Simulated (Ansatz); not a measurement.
Consider the atomization: `C1[SiH2][SiH2][SiH2]1` → C• + 8 H• + 3 Si•.

Calculated with Ansatz (gas phase, PBE0-D4/def2-TZVP geometries, no zero-point term in ΔE). CCSD(T)/CBS is the MP2 limit (def2-TZVPP, def2-QZVPP) plus CCSD(T) − MP2 in def2-TZVPP, frozen cores. This one scheme is used for every species, atoms too. For atomizations the MP2-based limit and the directly extrapolated one differ by several kJ/mol either way, and by 10 to 25 for some Ge, Se and Sn compounds, so smaller differences from it don't rank the levels. Functionals use def2-TZVPP. No spin–orbit coupling; open shells (•) take unrestricted orbitals. Spin–orbit coupling would lower the free atoms: a little for C, Si.

`C1[SiH2][SiH2][SiH2]1`:

```xyz
12

C    -0.377    0.392   -1.237
Si    1.337   -0.039   -0.547
Si    0.305   -0.945    1.360
Si   -1.279    0.519    0.429
H    -0.439    1.257   -1.898
H    -0.764   -0.481   -1.775
H     2.076    1.205   -0.195
H     2.201   -0.865   -1.435
H     0.857   -0.743    2.724
H    -0.070   -2.375    1.173
H    -1.117    1.887    0.996
H    -2.730    0.187    0.404
```

**Question.** What is ΔE at CCSD(T)/CBS? (Estimate.)

**Answer.** Computed: +919.5 kcal/mol.

**Question.** What do these levels give: BLYP-D4, ωB97M-V, PBE, BLYP, BHLYP, SCS-MP2/def2-TZVPP? (Best estimate.)

**Answer.** The calculation gave: BLYP-D4 904.8, ωB97M-V 919.6, PBE 909.3, BLYP 888.6, BHLYP 897.0, SCS-MP2/def2-TZVPP 899.0 kcal/mol.

Largest T1 diagnostic among the species: 0.013.

At CCSD(T), def2-SVP lies −59.8 kcal/mol from the extrapolated value and def2-TZVPP −23.2 kcal/mol: correlation converges slowly with the basis, and small sets miss more of it in the bonded molecule than in its fragments. Leaving LDA and LC-ωPBE aside and taking each functional with its dispersion term where it has one, the values, not all of them listed here, spread over 24.4 kcal/mol, from B2PLYP to ωB97X-V. LDA lies +110.5 kcal/mol from PBE without D4, its usual overbinding. From BLYP to BHLYP (50 % exact exchange), in def2-TZVPP and without D4, ΔE moves by +8.4 kcal/mol.
